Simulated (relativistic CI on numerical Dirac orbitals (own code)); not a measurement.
Mo⁺ (4d5) in a crystal field

Calculated by Dirac-Coulomb-Breit CI, separate exchange-only KLI orbitals for each configuration, model QED (radiative potential, 1s self-energy scaled to tabulated hydrogen-like ionisation energies), valence Slater integrals scaled by 0.75, one configuration in a parametric crystal field (own radial code).

Field parameters in Wybourne normalisation: Td as Oh with Dq negative (B⁴₀ = 21Dq, B⁴₄ = √(5/14) B⁴₀). The field is a parameter set, without covalency.

S is read from ⟨S²⟩ = S(S + 1).

Site symmetry Td; labels are those of the double group. Computed levels in cm⁻¹ above the lowest, in rising order:

```
Δ (size of 10Dq)  Lowest     No. 2     No. 3     No. 4     No. 5     No. 6     No. 7     No. 8
            1550   Γ7+Γ8  14371 Γ8  14404 Γ6  14435 Γ7  14454 Γ8  14956 Γ6  14968 Γ8  14993 Γ7
            2750   Γ7+Γ8  13414 Γ8  13434 Γ6  13474 Γ7  13503 Γ8  14689 Γ6  14707 Γ8  14773 Γ8
            4000      Γ7      0 Γ8  12302 Γ8  12318 Γ6  12360 Γ7  12403 Γ8  14250 Γ6  14267 Γ8
            5200      Γ7      0 Γ8  11183 Γ8  11204 Γ6  11237 Γ7  11299 Γ8  13640 Γ8  13665 Γ6
            6400      Γ7      0 Γ8  10017 Γ8  10068 Γ7  10070 Γ6  10166 Γ8  12328 Γ8  12932 Γ6
            7650      Γ7      0 Γ8   8702 Γ8   8783 Γ7   8876 Γ6   8967 Γ8  10287 Γ8  11207 Γ7
            8850      Γ7      0 Γ8   7151 Γ8   7410 Γ7   7723 Γ6   7809 Γ8   8497 Γ8   9230 Γ7
           10100      Γ7      0 Γ8   5102 Γ8   5667 Γ7   6518 Γ6   6602 Γ8   7029 Γ8   7448 Γ7
           11350      Γ7      1 Γ8   2848 Γ8   3587 Γ7   5315 Γ6   5399 Γ8   5754 Γ8   5995 Γ7
           12550      Γ8      2 Γ7    647 Γ8   1456 Γ7   4176 Γ6   4260 Γ8   4607 Γ8   4771 Γ7
           13800      Γ8    817 Γ7   1736 Γ8   1768 Γ7   4704 Γ6   4790 Γ8   5164 Γ8   5287 Γ7
           15000      Γ8    854 Γ7   3946 Γ8   3964 Γ7   5822 Γ6   5910 Γ8   6361 Γ8   6458 Γ7
```

Ground-state S against |10Dq| in cm⁻¹: 1550: 2.50, 2750: 2.50, 4000: 2.50, 5200: 2.50, 6400: 2.49, 7650: 2.49, 8850: 2.49, 10100: 2.49, 11350: 2.48, 12550: 2.44, 13800: 0.54, 15000: 0.52.

The spin changes between |10Dq| = 12550 and 13800 cm⁻¹.
